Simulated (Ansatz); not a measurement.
**Stretch profile**

GeHClO (SMILES [OH][Ge][Cl]), closed shell, at its PBE0-D4/def2-TZVP minimum:

```
4
angstrom
O -0.8609 0.5768 -0.4738
Ge -0.6039 -0.6223 0.8047
Cl 1.5854 -0.8602 0.5943
H -0.0650 0.8456 -0.9455
```

The bond length O1–H4 (0.963 Å at the minimum) is set to the values below, the two halves moving rigidly along the bond. Each method's energies count from its own value at the PBE0-D4 minimum structure. Computed with Ansatz 0.2.0 (basis: def2-TZVPP); correlated methods freeze the cores. Filled d shells of the heavier atoms are correlated. The def2 sets are not built for correlating such inner shells, so the correlated values are less sure here. B3LYP uses VWN-RPA correlation.

| bond length (Å) | CCSD(T) (kJ/mol) | PBE0-D4 (kJ/mol) | PBE-D4 (kJ/mol) | HF (kJ/mol) | MP2 (kJ/mol) |
| --- | --- | --- | --- | --- | --- |
| 0.790 | 114.3 | 113.3 | 122.4 | 96.2 | 116.1 |
| 0.831 | 59.7 | 58.9 | 66.0 | 45.6 | 61.0 |
| 0.890 | 15.7 | 15.2 | 19.3 | 7.7 | 16.4 |
| 0.960 | 0.0 | 0.0 | 0.2 | -0.4 | 0.1 |
| 1.037 | 11.5 | 12.1 | 7.9 | 19.9 | 10.9 |
| 1.120 | 43.2 | 44.7 | 35.6 | 61.5 | 42.3 |
| 1.208 | 88.1 | 90.6 | 76.1 | 117.4 | 87.1 |
| 1.300 | 139.8 | 143.7 | 123.4 | 181.2 | 139.3 |
| 1.397 | 194.6 | 200.7 | 174.2 | 249.4 | 195.2 |

Largest difference from the CCSD(T) curve over the scan: r2SCAN-D4 3.4; B3LYP-D4 3.2; wB97M-V 6.1 kJ/mol. Each curve counts from its own value at the minimum.

The T1 diagnostic stays at or below 0.017. The restricted Hartree–Fock reference is unstable towards an unrestricted one here.

For scale, one of the runs: CCSD(T)/def2-TZVPP, 135 basis functions (an equivalent command: `ansatz run in.yaml --threads 2`). Hardware: 2 CPU threads, shared host. Wall time 18 s; peak host memory 0.74 GiB.
